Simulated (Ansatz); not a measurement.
`CCCCCCCCCCCCCCCCCCS` with charge +1. Charge 1, multiplicity 2. Geometry PBE-D4/def2-SVP, that of the neutral singlet; atoms count from 1.

Cartesian coordinates in Å:
```
C 1.301 9.153 2.724
C 1.595 7.683 2.421
C 0.889 7.173 1.160
C 1.196 5.716 0.785
C 0.679 4.675 1.786
C 0.987 3.218 1.411
C 0.288 2.713 0.145
C 0.572 1.241 -0.168
C -0.118 0.743 -1.442
C 0.173 -0.719 -1.811
C -0.402 -1.749 -0.831
C -0.103 -3.214 -1.180
C -0.705 -3.696 -2.508
C -0.484 -5.186 -2.832
C -1.572 -6.152 -2.331
C -1.798 -6.237 -0.815
C -0.604 -6.771 -0.022
C -0.822 -6.817 1.492
S -2.157 -7.946 2.069
H 1.826 9.500 3.637
H 0.215 9.323 2.880
H 1.617 9.810 1.886
H 2.693 7.537 2.305
H 1.302 7.063 3.296
H 1.167 7.831 0.307
H -0.212 7.296 1.283
H 2.297 5.591 0.667
H 0.762 5.511 -0.217
H -0.422 4.799 1.903
H 1.112 4.880 2.788
H 0.703 2.559 2.261
H 2.088 3.095 1.294
H -0.812 2.861 0.251
H 0.588 3.332 -0.730
H 1.672 1.092 -0.266
H 0.263 0.621 0.703
H 0.188 1.396 -2.289
H -1.219 0.882 -1.341
H -0.231 -0.912 -2.828
H 1.275 -0.866 -1.891
H -1.505 -1.607 -0.764
H -0.012 -1.545 0.190
H -0.466 -3.853 -0.348
H 1.001 -3.367 -1.211
H -0.274 -3.086 -3.330
H -1.798 -3.473 -2.521
H 0.516 -5.500 -2.457
H -0.427 -5.308 -3.935
H -2.534 -5.870 -2.812
H -1.338 -7.173 -2.709
H -2.096 -5.240 -0.418
H -2.666 -6.906 -0.628
H 0.292 -6.137 -0.208
H -0.345 -7.789 -0.385
H -1.013 -5.802 1.902
H 0.084 -7.199 2.003
H -3.208 -7.172 1.677
```

Single mean-field runs in def2-TZVP are fitted with def2-universal-jkfit.

Estimate the Mulliken populations of the heavy atoms from the PBE0/def2-TZVP orbitals of Ansatz.


| atom | charge (e) | spin (α − β) |
| --- | --- | --- |
| C1 | -0.37 | 0.00 |
| C2 | -0.22 | 0.03 |
| C3 | -0.18 | 0.02 |
| C4 | -0.20 | 0.02 |
| C5 | -0.20 | 0.02 |
| C6 | -0.15 | 0.02 |
| C7 | -0.25 | 0.02 |
| C8 | -0.25 | 0.01 |
| C9 | -0.16 | 0.01 |
| C10 | -0.20 | 0.01 |
| C11 | -0.22 | 0.01 |
| C12 | -0.21 | 0.01 |
| C13 | -0.24 | 0.01 |
| C14 | -0.20 | 0.00 |
| C15 | -0.21 | 0.00 |
| C16 | -0.28 | 0.00 |
| C17 | -0.25 | 0.03 |
| C18 | -0.22 | -0.02 |
| S19 | 0.16 | 0.62 |
Mulliken values and Mayer orders depend strongly on the basis.

Where does the spin sit?

Summed by element: C 0.21, S 0.62, H 0.16, of 1 unpaired in all. Largest on single atoms: S19 0.62, C17 0.03, H30 0.03.

And the Mayer bond orders between bonded heavy atoms (over 0.3)?

C1–C2 1.02 (1.53 Å); C2–C3 0.99 (1.53 Å); C3–C4 1.01 (1.53 Å); C4–C5 1.00 (1.53 Å); C5–C6 1.01 (1.53 Å); C6–C7 1.00 (1.53 Å); C7–C8 1.05 (1.53 Å); C8–C9 1.00 (1.53 Å); C9–C10 1.01 (1.54 Å); C10–C11 1.01 (1.53 Å); C11–C12 1.02 (1.54 Å); C12–C13 1.01 (1.54 Å); C13–C14 0.96 (1.54 Å); C14–C15 1.01 (1.54 Å); C15–C16 1.02 (1.53 Å); C16–C17 0.97 (1.53 Å); C17–C18 0.95 (1.53 Å); C18–S19 1.00 (1.84 Å).
